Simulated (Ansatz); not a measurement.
One change: `O[SiH]1[NH][AlH]1` becomes `C[SiH]1[NH][AlH]1`.

Ansatz, PBE0-D4/def2-TZVP geometries, multiplicity 1. Each molecule was computed in one conformer, which needn't be the lowest.

| property | `O[SiH]1[NH][AlH]1` |
| --- | --- |
| HOMO–LUMO gap (PBE/def2-TZVPP) / eV | 3.48 |
| HOMO–LUMO gap (PBE0/def2-TZVPP) / eV | 5.24 |
| LUMO energy (ωB97M-V/def2-TZVPP) / eV | 0.64 |
| LUMO energy (PBE/def2-TZVPP) / eV | -1.78 |
| size of the dipole moment (PBE/def2-TZVPP) / D | 0.89 |
| size of the dipole moment (ωB97M-V/def2-TZVPP) / D | 0.81 |

What does the change do to each property? (Best estimate.)

Computed: 
```
                                          property  `C[SiH]1[NH][AlH]1`  shift
               HOMO–LUMO gap (PBE/def2-TZVPP) / eV                 3.52   0.04
              HOMO–LUMO gap (PBE0/def2-TZVPP) / eV                 5.24   0.00
             LUMO energy (ωB97M-V/def2-TZVPP) / eV                 0.66   0.02
                 LUMO energy (PBE/def2-TZVPP) / eV                -1.72   0.06
    size of the dipole moment (PBE/def2-TZVPP) / D                 0.81  -0.08
size of the dipole moment (ωB97M-V/def2-TZVPP) / D                 0.72  -0.09
```

The zero-point energy changes by 58.8 kJ/mol with +6 modes. Dipoles are sizes alone; their direction can turn.
